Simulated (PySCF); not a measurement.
Geometry:
| atom | x (Å) | y (Å) | z (Å) |
| --- | --- | --- | --- |
| C1 | 3.021 | -1.046 | -0.712 |
| O2 | 1.812 | -0.857 | 0.014 |
| C3 | 1.152 | 0.294 | -0.162 |
| O4 | 1.522 | 1.181 | -0.890 |
| C5 | -0.106 | 0.315 | 0.666 |
| C6 | -0.251 | 1.613 | 1.439 |
| N7 | 0.195 | 2.746 | 1.163 |
| C8 | -1.308 | 0.210 | -0.265 |
| C9 | -2.634 | -0.254 | 0.352 |
| Si10 | -1.924 | -1.460 | -0.908 |
| H11 | 3.336 | -0.100 | -1.157 |
| H12 | 3.773 | -1.408 | -0.012 |
| H13 | 2.852 | -1.786 | -1.495 |
| H14 | -0.092 | -0.537 | 1.350 |
| H15 | -0.880 | 1.534 | 2.323 |
| H16 | 0.773 | 2.791 | 0.323 |
| H17 | -1.384 | 1.080 | -0.909 |
| H18 | -3.498 | 0.354 | 0.120 |
| H19 | -2.602 | -0.501 | 1.404 |
| H20 | -2.497 | -1.503 | -2.239 |
| H21 | -1.266 | -2.650 | -0.404 |

[PySCF: shieldings: GIAO PBE0/pcSseg-1; geometry: GFN2-xTB; non-relativistic Hamiltonian; one averaged value for each set of equivalent atoms; no solvent model; one conformer]

Scale: ¹³C (σref 186.93) against TMS (reference shieldings calculated alike).

Problem. Do the ¹³C shifts follow the atomic charges (in e)? Tabulate both.

Solution. 
```tsv
atoms	hybridisation	δ (ppm)	σ para (ppm)	Hirshfeld	IAO	Mulliken	ESP-fitted
C3	–	179.0	-247	+0.22	+0.53	+0.56	+0.89
C6	–	170.3	-235	+0.05	+0.04	+0.12	+0.66
C5	–	55.3	-119	-0.04	-0.19	-0.28	-0.81
C1	–	50.4	-107	-0.04	-0.22	-0.05	-0.22
C8	–	17.4	-84	-0.11	-0.34	-0.40	+0.03
C9	–	0.4	-69	-0.16	-0.52	-0.39	-0.62
```

Correlation coefficients of δ with charge over these carbons: Hirshfeld +0.92, IAO +0.92, Mulliken +0.91, ESP-fitted +0.84; with the paramagnetic shielding -1.00. With so few points these coefficients are fragile. Charge is one influence among several: hybridisation and low-lying excitations act through the paramagnetic term.

Shifts are as computed. Against solution values, carbons near 30 ppm lie about +3 ppm off and those near 130 ppm about +5 ppm. Of 1309 compounds with measured shifts, 239 miss one by over three times the rms of a fit or turn the order of signals round; such compounds aren't used in these exercises.
